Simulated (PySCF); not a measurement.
**As²⁺ (arsenic, charge +2): UHF calculation**

Configuration: [Ar] 3d10 4s2 4p1, 2P determinant. All numbers are calculated (PySCF 2.14, the spin-free X2C one-electron Hamiltonian (Gaussian nucleus), in aug-cc-pVDZ-DK).

| Quantity | Value |
| --- | --- |
| Total energy | -2257.910443 hartree |
| One-electron energy | -3120.2773 hartree |
| Hartree (Coulomb) energy | 944.5426 hartree |
| Exchange energy | -82.1757 hartree |
| ⟨S²⟩ | 0.7580 |
| ⟨L²⟩ | 2.024 |
| Sum of ⟨r⟩ | 19.00 bohr |
| Sum of ⟨r²⟩ | 22.59 bohr² |
| Traceless quadrupole moment −½Σ⟨3z² − r²⟩ along its main axis | -2.21 e·bohr² |
| Langevin diamagnetic susceptibility | -17.9 ×10⁻⁶ cm³/mol |
| Time after the integrals | 0.08 s of wall time on 1 thread of Neoverse-V2 (shared host) |

```json
{"shell": "1s α", "electrons": "1", "mean orbital energy (eV)": "-11966.1", "spread (eV)": "0", "rms radius, mean of both spins (bohr)": "0.0524"}
{"shell": "1s β", "electrons": "1", "mean orbital energy (eV)": "-11966.0", "spread (eV)": "0", "rms radius, mean of both spins (bohr)": "0.0524"}
{"shell": "2s α", "electrons": "1", "mean orbital energy (eV)": "-1594.4", "spread (eV)": "0", "rms radius, mean of both spins (bohr)": "0.219"}
{"shell": "2s β", "electrons": "1", "mean orbital energy (eV)": "-1594.3", "spread (eV)": "0", "rms radius, mean of both spins (bohr)": "0.219"}
{"shell": "2p α", "electrons": "3", "mean orbital energy (eV)": "-1396.1", "spread (eV)": "0.074", "rms radius, mean of both spins (bohr)": "0.196"}
{"shell": "2p β", "electrons": "3", "mean orbital energy (eV)": "-1396.0", "spread (eV)": "0.191", "rms radius, mean of both spins (bohr)": "0.196"}
{"shell": "3s α", "electrons": "1", "mean orbital energy (eV)": "-247.20", "spread (eV)": "0", "rms radius, mean of both spins (bohr)": "0.639"}
{"shell": "3s β", "electrons": "1", "mean orbital energy (eV)": "-247.00", "spread (eV)": "0", "rms radius, mean of both spins (bohr)": "0.639"}
{"shell": "3p α", "electrons": "3", "mean orbital energy (eV)": "-183.46", "spread (eV)": "0.033", "rms radius, mean of both spins (bohr)": "0.667"}
{"shell": "3p β", "electrons": "3", "mean orbital energy (eV)": "-183.19", "spread (eV)": "0.649", "rms radius, mean of both spins (bohr)": "0.667"}
{"shell": "3d α", "electrons": "5", "mean orbital energy (eV)": "-78.088", "spread (eV)": "0.385", "rms radius, mean of both spins (bohr)": "0.747"}
{"shell": "3d β", "electrons": "5", "mean orbital energy (eV)": "-77.933", "spread (eV)": "0.664", "rms radius, mean of both spins (bohr)": "0.747"}
{"shell": "4s α", "electrons": "1", "mean orbital energy (eV)": "-39.003", "spread (eV)": "0", "rms radius, mean of both spins (bohr)": "1.97"}
{"shell": "4s β", "electrons": "1", "mean orbital energy (eV)": "-36.236", "spread (eV)": "0", "rms radius, mean of both spins (bohr)": "1.97"}
{"shell": "4p α", "electrons": "1", "mean orbital energy (eV)": "-27.781", "spread (eV)": "0", "rms radius, mean of both spins (bohr)": "2.33"}
```

Densities and radii are taken from the X2C orbitals without a picture-change correction, which distorts them close to the nucleus.
